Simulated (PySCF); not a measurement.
# Bond lengths and vibrations by method: B2GeH3O anion

All numbers below are calculated, not measured. The program is PySCF 2.14.0, an open-source quantum chemistry code, run on an isolated molecule that a program drew, which may never have been made. The molecule is B2GeH3O anion (charge -1, singlet), drawn as the SMILES string `O=B[BH][GeH2-]`.

The geometry was optimised and harmonic frequencies were computed with HF and MP2, all in the aug-cc-pVDZ basis, for the commonest isotopes, with a restricted reference for singlets and an unrestricted one otherwise, and a frozen core in MP2. Germanium has the aug-cc-pVDZ-PP basis, with a core potential (ECP10MDF) in place of its 10 inner electrons, and its 3s, 3p and 3d shells are frozen in MP2. Each result is a local minimum of its method.

Geometry at the HF minimum:
```xyz
7
B2GeH3O anion, angstrom
O    -0.5996    1.0711    2.2228
B    -0.0829    0.8309    1.1577
B     0.6571    0.5069   -0.3117
Ge   -0.3550   -0.2760   -1.7290
H     1.8212    0.7668   -0.4719
H    -1.8447   -0.6664   -1.6858
H     0.1717   -0.6349   -3.1341
```

Lengths of the bonds as drawn, in Å (atoms numbered as above):
| bond | HF | MP2 |
|---|---|---|
| O1-B2 | 1.208 | 1.245 |
| B2-B3 | 1.677 | 1.661 |
| B3-Ge4 | 1.910 | 1.924 |
| B3-H5 | 1.203 | 1.211 |
| Ge4-H6 | 1.541 | 1.551 |
| Ge4-H7 | 1.543 | 1.554 |

Rotational constants, in GHz:
| constant | HF | MP2 |
|---|---|---|
| A | 24.71 | 23.03 |
| B | 1.715 | 1.738 |
| C | 1.604 | 1.616 |

Harmonic frequencies in cm^-1, each column in rising order, so a row needn't be the same motion in every method:
```
rank    HF   MP2
   1   118   103
   2   250   244
   3   309   319
   4   426   384
   5   478   456
   6   549   498
   7   716   665
   8   748   679
   9   819   778
  10   946   891
  11  1041   963
  12  1990     ?
  13  2122  2067
  14  2155  2089
  15  2633  2582
```

**Estimate the missing MP2 frequency from the HF column.**

A single factor s that minimises the squared misfit of MP2 against s times HF over the other rows is sum(HF x MP2) / sum(HF^2) = 0.9659, with an rms misfit of 26 cm^-1. For rank 12 it gives 0.9659 x 1990 = 1922 cm^-1. The calculation gives 1797 cm^-1, 125 cm^-1 below the estimate. The drawn bonds are on average 0.8 % longer in MP2 than in HF.
